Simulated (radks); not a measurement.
The numbers below are computed, except where a source is named.
Q: These are the eigenvalues of the occupied orbitals of an atom or ion with whole-number occupations (hartree). Code: a radial shooting solver on a logarithmic mesh with Libxc functionals. Model: scalar-relativistic Kohn-Sham, exchange-only LDA, spin-polarised, spherical densities, point nucleus.

1s up: -148.7593
1s down: -148.7264
2s up: -19.02755
2s down: -18.99032
2p up: -16.17239
2p down: -16.12778
3s up: -5.02613
3s down: -4.84402
3p up: -4.26761

Which element is it, and in what charge state? The configuration may be excited. Open shells, if any, are filled with parallel spins first.

A: Z = 20, calcium, charge +6: Ca6+ in [Ne] 3s2 3p2. The list shows which subshells hold electrons but not how many an open one holds; the 1s level, -148.76 hartree, gives Z - s = 17.2 by -(Z - s)^2/2, which with screening and relativity narrows Z to a few neighbours, and the depths of the outer levels then fix element, charge and occupations together.
